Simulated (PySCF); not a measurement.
Isotope clusters of molecular radical cations, worked from isotope masses and abundances (centroid m/z, relative intensity):

1. 141.0897 (100.0), 142.0922 (7.8), 143.0943 (0.5)
2. 139.0812 (100.0), 140.0829 (13.2), 141.0793 (4.0)
3. 217.9587 (100.0), 218.9621 (7.7)
4. 67.9888 (100.0), 68.9884 (5.1), 69.9857 (3.3)

Lines and terms under 0.3 % are left out. Candidates, as SMILES:
A. `CCC[Si@H]1C[C@@H](C#N)C1`
B. `F[SiH2]F`
C. `CCCn1nncc1OC`
D. `Cc1ccc(I)cc1`

Q: Match clusters and compounds, and give each formula.

A: 
1 = C, C6H11N3O, monoisotopic mass of the neutral 141.0902 u; relative to that species, one 13C gives 6.5 % at +1 and one 15N gives 1.1 % at +1.
2 = A, C7H13NSi, monoisotopic mass of the neutral 139.0817 u; relative to that species, one 13C gives 7.6 % at +1, one 29Si gives 5.1 % at +1, one 15N gives 0.4 % at +1 and one 30Si gives 3.3 % at +2.
3 = D, C7H7I, monoisotopic mass of the neutral 217.9592 u; relative to that species, one 13C gives 7.6 % at +1.
4 = B, F2H2Si, monoisotopic mass of the neutral 67.9894 u; relative to that species, one 29Si gives 5.1 % at +1 and one 30Si gives 3.3 % at +2.

Q: Weight all lines of cluster 4 by their intensities. What mean results?

A: 68.098 u over all lines, faint ones too (the ion lacks one electron, 0.0005 u); standard atomic weights give 68.097 g/mol for F2H2Si.

Q: Give the exact less the nominal mass of each, in mDa.

A: C7H13NSi +81.7, F2H2Si -10.6, C6H11N3O +90.2, C7H7I -40.8 (neutral, monoisotopic).

Abundances used (%; other tables differ somewhat): 12C 98.93, 13C 1.07; 14N 99.632, 15N 0.368; 16O 99.757, 17O 0.038, 18O 0.205; 1H 99.9885, 2H 0.0115; 28Si 92.2297, 29Si 4.6832, 30Si 3.0872.

Masses and patterns are calculated from tabulated isotope masses and abundances.
